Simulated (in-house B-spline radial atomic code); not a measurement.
Results of a calculation; reference values are marked as such.
**C6 from the polarisability at imaginary frequency: the scandium ion Sc³⁺**

RPBE linear response of the closed shell [Ne] 3s2 3p6, from a B-spline radial code for spherical atoms; scalar-relativistic (spin-free one-electron X2C), finite nucleus, no spin-orbit coupling.

The dispersion coefficient of two like species is C6 = (3/π) ∫ α(iu)² du from 0 to ∞.

```csv
u (hartree),α(iu) (bohr³)
0,2.156
0.24,2.107
0.56,1.916
0.96,1.581
1.6,1.087
2.4,0.6905
3.6,0.3943
5.6,0.2008
8,0.1145
12,0.06039
20,0.02683
40,0.008393
```

**Question.** Fit one oscillator, α(iu) = α(0)/(1 + u²/ω²), through u = 2.4 and estimate C6.

**Answer.** From α(0)/α(iu) − 1 = 2.156/0.6905 − 1 = 2.1224, ω = u/√2.1224 = 1.6474 hartree (44.8 eV). London's formula gives C6 = (3/4) α(0)² ω = 0.75 × 2.156² × 1.6474 = 5.743 hartree·bohr⁶, and the oscillator holds f = α(0) ω² = 5.85 electrons, of a sum of oscillator strengths of 17.9.

**Question.** How does that compare with the full integral?

**Answer.** The program's quadrature over all excitations gives C6 = 5.719, so the single oscillator is off by +0.4 %. At the last point the fit gives α = 0.00365 against 0.00839: higher excitations, and deeper shells where there are any, keep the true curve higher at large u.
